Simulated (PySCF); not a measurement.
Computed properties of In(H)(PH2)2 (H5InP2), SMILES [InH]([PH2])[PH2]

In(H)(PH2)2 (H5InP2), SMILES [InH]([PH2])[PH2]. The structure is a stationary point at B3LYP-D3(BJ)/def2-SVP. The def2 effective core potentials stand for the cores of In; spin–orbit coupling is left out. One conformer was computed; it need not be the lowest. All values are computed for the isolated molecule unless a solvent is named; none is compared with measurement here.

**Structure.** The optimised structure has Cs symmetry. All 18 harmonic modes at B3LYP-D3(BJ)/def2-SVP (PySCF) are real, so it is a minimum. With heavy atoms numbered as in [InH:1]([PH2:3])[PH2:6], the shortest bond between them is In1–P3 at 2.542 Å and the longest In1–P6 at 2.542 Å.

**Vibrations.** The strongest infrared lines (harmonic, unscaled, degenerate partners summed) lie at 1729 cm⁻¹ (277 km/mol, H 99 %), 433 cm⁻¹ (116 km/mol, H 99 %), 2384 cm⁻¹ (85 km/mol, H 97 %). The softest mode is at 68 cm⁻¹ and the zero-point energy is 24.9 kcal/mol.

**Electronic structure.** M06-2X/def2-TZVPD (PySCF) places the frontier levels at -7.65 and -1.32 eV, a gap of 6.33 eV, and gives a dipole moment of 1.18 D and a mean polarisability of 106.2 bohr³.

**Excitations.** TDA-ωB97X/def2-SVPD (PySCF) has S1 at 4.33 eV (286 nm, f = 0.042, weak); the most intense of the 10 singlets computed lies at 5.71 eV (f = 0.37). T1 (TDA) is at 3.79 eV, 0.54 eV under S1. No vertical singlet excitation falls in the visible range (under 3.1 eV).
